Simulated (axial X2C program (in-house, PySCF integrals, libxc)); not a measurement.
# Photoelectron levels of TeCl⁻ by EOM-IP-CCSD

Calculated with an in-house all-electron X2C program for linear molecules (integrals from PySCF): two-component X2C with atomic mean-field Coulomb and Gaunt terms, Gaussian nuclei, basis Te dyall-acv3z, Cl dyall-av3z with contracted cores.

R = 2.465 Å (near the PBE0 minimum at charge -1 of the determinant lowest at the starting distance; the state shown can have its own minimum elsewhere).

Vertical detachment energies of TeCl⁻ to the states of TeCl:

| Ω of TeCl | vertical detachment energy (eV) | above lowest (cm⁻¹) | ionised spinor | one-hole weight |
| --- | --- | --- | --- | --- |
| 3/2 | 2.478 | 0 | 86% Te pπ, 7% Cl pπ | 0.94 |
| 1/2 | 2.977 | 4025 | 83% Te pπ, 8% Cl pπ | 0.94 |
| 3/2 | 6.319 | 30983 | 88% Cl pπ, 7% Te pπ | 0.91 |
| 1/2 | 6.412 | 31728 | 86% Cl pπ, 8% Te pπ | 0.91 |
| 1/2 | 6.922 | 35842 | 62% Cl pσ, 23% Te pσ, 8% Te sσ | 0.61 |

Task: What is the splitting of the first π pair in the table, and is it regular or inverted?

Result: E(3/2) − E(1/2) = 0 − 4025 = -4025 cm⁻¹ at EOM-IP-CCSD: inverted, Ω = 3/2 lower. Splittings at this level can be off by ten to twenty per cent.

This point took 17 s on 1 thread of Arm Neoverse N1, with other jobs on the host.

Reference electrons by ω block (each with its −ω partner): 1/2: 23, 3/2: 10, 5/2: 2. 14 electrons of TeCl⁻ correlated (inner shells frozen), 92 natural virtual spinors (a truncated set); levels can be off by some tenths of an eV. Roots sought by Ω: (1/2: 4, 3/2: 3, 5/2: 1); the list ends where they run out and leaves out roots under 60 % one-particle weight. The solver can skip a root, and states that need a further excitation, which the method places far too high, are missing though they may lie low or lowest. T1 of the reference 0.010 (Lee–Taylor). Number of frozen shells: Te 4 s, 3 p, 2 d; Cl 2 s, 1 p. Left out with split weight: Ω = 1/2 at 6.79 eV (0.21).
